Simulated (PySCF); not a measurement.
Correlation energy of Pd²⁷⁺ (palladium, charge +27)

[Ar] 3d1, 2D determinant. All numbers are calculated (PySCF 2.14, the spin-free X2C one-electron Hamiltonian (Gaussian nucleus), in an even-tempered Gaussian basis (18 s from 3.4 bohr⁻², ratio 2.5; 12 p from 4.4 bohr⁻², ratio 2.5; 8 d from 4.4 bohr⁻², ratio 2.5; 4 f from 15 bohr⁻², ratio 2.7; 3 g from 23 bohr⁻², ratio 2.7)). Frozen: [Ne]; 9 electrons correlated; the 30 highest virtual orbitals of each spin left out.

MP2 pair energies summed by pair of shells (mhartree):

```
 pair   energy  share (%)
3p-3p  -291.90       67.8
3p-3d   -57.51       13.3
3s-3p   -57.09       13.3
3s-3s   -13.28        3.1
3s-3d   -10.99        2.6
```

Total MP2 correlation energy: -430.77 mhartree.

At this charge the one-electron X2C treatment keeps the bare 1/r₁₂, with no two-electron picture change or Breit term. The effect here is smaller than on the frozen 1s shell; and a scalar Hamiltonian misses the large spin-orbit splitting of the p shells, which matters for ns² → np² pairs.
